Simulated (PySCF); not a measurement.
Species: C7H13Al.
Atom-mapped SMILES: `[CH:1]#[C:2][AlH:3][C:4]([CH3:5])([CH3:6])[CH2:7][CH3:8]` (hydrogens: H9 on C1; H10 on Al3; H11, H12, H13 on C5; H14, H15, H16 on C6; H17, H18 on C7; H19, H20, H21 on C8)

Geometry (PBE0-D3(BJ)/def2-SVP, Å), atoms numbered from 1 in this order:
```xyz
21
C7H13Al angstrom
C      2.8614    2.4805   -0.5897
C      2.1444    1.7654    0.0950
Al     1.0037    0.6101    1.1246
C     -0.0592   -0.7260    0.1164
C      0.8303   -1.6366   -0.7326
C     -0.9254   -1.5742    1.0500
C     -0.9335    0.1415   -0.8086
C     -1.6580    1.2775   -0.0971
H      3.4944    3.1167   -1.1839
H      0.9750    0.7900    2.7034
H      1.4952   -1.0623   -1.3986
H      0.2153   -2.2971   -1.3738
H      1.4637   -2.2940   -0.1140
H     -0.3119   -2.2042    1.7147
H     -1.5794   -0.9711    1.7003
H     -1.5782   -2.2532    0.4685
H     -1.6727   -0.5009   -1.3277
H     -0.2976    0.5713   -1.6022
H     -2.2541    1.8875   -0.7924
H     -2.3340    0.9151    0.6921
H     -0.9480    1.9885    0.3780
```

Computed with PySCF at CAM-B3LYP/def2-SVPD, non-relativistic, on one gas-phase PBE0-D3(BJ)/def2-SVP geometry that isn't relaxed in the solvent. The solvent is an IEF-PCM continuum (Bondi radii, 1.10 Å for H, scaled by 1.2), and excitations are vertical TDDFT with non-equilibrium linear response and a frozen core. The model holds no explicit solvent molecules, cavitation or dispersion.

Gas-phase singlets (H = HOMO, L = LUMO):

```csv
state,E (eV),λ (nm),f,leading configurations
S1,4.555,272,0.001,H→L 94%
S2,5.324,233,0.001,H-1→L 80%
S3,5.738,216,0.021,"H-2→L 66%, H-1→L+2 16%"
S4,6.319,196,0.000,"H-2→L+2 76%, H-2→L+3 13%"
S5,6.625,187,0.024,"H-5→L 78%, H-3→L 8%"
```

Problem. How does the list change in acetone (ε = 20.49)?

Solution. 
| state | E (eV) | λ (nm) | f | leading configurations | change by rank (eV) |
| --- | --- | --- | --- | --- | --- |
| S1 | 4.686 | 265 | 0.002 | H→L 95% | +0.131 |
| S2 | 5.543 | 224 | 0.001 | H-1→L 79% | +0.219 |
| S3 | 5.912 | 210 | 0.014 | H-2→L 62%, H-1→L+2 20% | +0.174 |
| S4 | 6.380 | 194 | 0.000 | H-2→L+2 82%, H-2→L+3 10% | +0.061 |
| S5 | 6.749 | 184 | 0.068 | H→L+1 49%, H→L+2 42% | +0.124 |

Problem. The ground-state energy changes by -0.224 eV from gas to acetone. By how much does the total energy of gas-phase S1 change?

Solution. E(S1) = E(S0) + excitation energy, so it changes by -0.224 + 0.131 = -0.093 eV: it is lowered less than the ground state, which is what a blue shift means. This is the vertical state, with the slow part of the continuum still set for S0.

Problem. How do the frontier levels move from gas to acetone?

Solution. 
| orbital | gas (eV) | solvent (eV) | change (eV) | Löwdin shares, gas | Löwdin shares, solvent |
| --- | --- | --- | --- | --- | --- |
| LUMO+2 | 1.39 | 1.39 | 0.00 | C1 29 %, C2 25 %, Al3 22 %, H10 6 % | C1 30 %, C2 27 %, Al3 20 %, H10 7 % |
| LUMO+1 | 1.00 | 1.12 | +0.12 | Al3 48 %, C1 7 %, C8 5 % | Al3 52 %, C1 11 %, H10 4 %, C2 4 % |
| LUMO | -0.40 | -0.13 | +0.27 | Al3 40 %, C2 16 %, C1 11 %, H10 8 % | Al3 38 %, C2 17 %, C1 13 %, H10 8 % |
| HOMO | -8.26 | -8.10 | +0.16 | C4 34 %, Al3 17 %, C7 7 %, H10 7 % | C4 35 %, Al3 17 %, C7 8 %, C5 7 % |
| HOMO-1 | -9.49 | -9.57 | -0.08 | C2 41 %, C1 41 %, Al3 5 %, H9 4 % | C2 42 %, C1 41 %, Al3 5 %, H9 4 % |
| HOMO-2 | -9.52 | -9.61 | -0.09 | C2 45 %, C1 44 %, Al3 5 %, H9 4 % | C2 45 %, C1 44 %, Al3 5 %, H9 4 % |
| HOMO-3 | -10.43 | -10.20 | +0.23 | C4 22 %, C7 21 %, C6 13 %, C8 9 % | C4 22 %, C7 22 %, C6 12 %, C8 10 % |

The HOMO–LUMO gap goes from 7.86 to 7.96 eV.
